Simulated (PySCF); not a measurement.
Spinor energies of Ni (nickel, neutral)

Start: [Ar] 3d7 4s2 5s1; 3d3/2 filled at m_j = +1/2, +3/2; 3d5/2 filled at m_j = -3/2, -1/2, +1/2, +3/2, +5/2; 5s1/2 filled at m_j = +1/2. Calculated with PySCF 2.14 in x2c-TZVPall-2c with one added diffuse shell each of s, p, d type (7s8p5d1f, 63 functions): generalised Hartree-Fock with the X2C-1e Hamiltonian and a Gaussian nucleus; one run each with spin-orbit coupling (SO) switched off, then screened by Boettger's factors. This is a chosen level, not necessarily the ground level.

| spinor shell | electrons | ε, spin-free (eV) | ε, screened SO (eV) | weight of nominal j (screened SO) | rms radius, screened SO (bohr) |
| --- | --- | --- | --- | --- | --- |
| 1s1/2 | 2 | -8415.3 | -8415.2 | 1.000 | 0.0624 |
| 2s1/2 | 2 | -1064.5 | -1064.5 | 1.000 | 0.265 |
| 2p1/2 | 2 | -913.55 | -926.06 | 0.995 | 0.236 |
| 2p3/2 | 4 | -913.55 | -907.39 | 0.998 | 0.239 |
| 3s1/2 | 2 | -148.74 | -148.72 | 1.000 | 0.788 |
| 3p1/2 | 2 | -101.91 | -107.77 | 0.648 | 0.831 |
| 3d5/2 | 5 | -31.915 | -33.109 | 0.576 | 1.00 |
| 3d3/2 | 2 | -31.915 | -28.947 | 0.673 | 1.04 |
| 4s1/2 | 2 | -13.538 | -13.537 | 1.000 | 2.70 |
| 5s1/2 | 1 | -2.591 | -2.591 | 1.000 | 7.97 |

Problem. Where does 3p3/2 lie, and what is the 3p spin-orbit splitting (screened SO)?

Solution. At -98.988 eV, 8.783 eV above 3p1/2.

```
   quantity    spin-free  screened SO
E (hartree)  -1518.73742  -1518.77519
        M_J            5            5
       ⟨J²⟩       30.007       30.007
       ⟨L²⟩       12.003       12.027
       ⟨S²⟩        6.004        5.994
```

Each row is a mean over spinors that exchange with the open shell spreads, by up to 13.236 eV (3p3/2).

Rows whose weight is well below 1 are mixtures of j = l ± 1/2: exchange outweighs spin-orbit coupling there, and the label is only the starting occupation.

Without spin-orbit coupling the j labels of p, d and f shells carry no meaning; the spin-free column gives the mean over the occupied spinors of each nl shell.
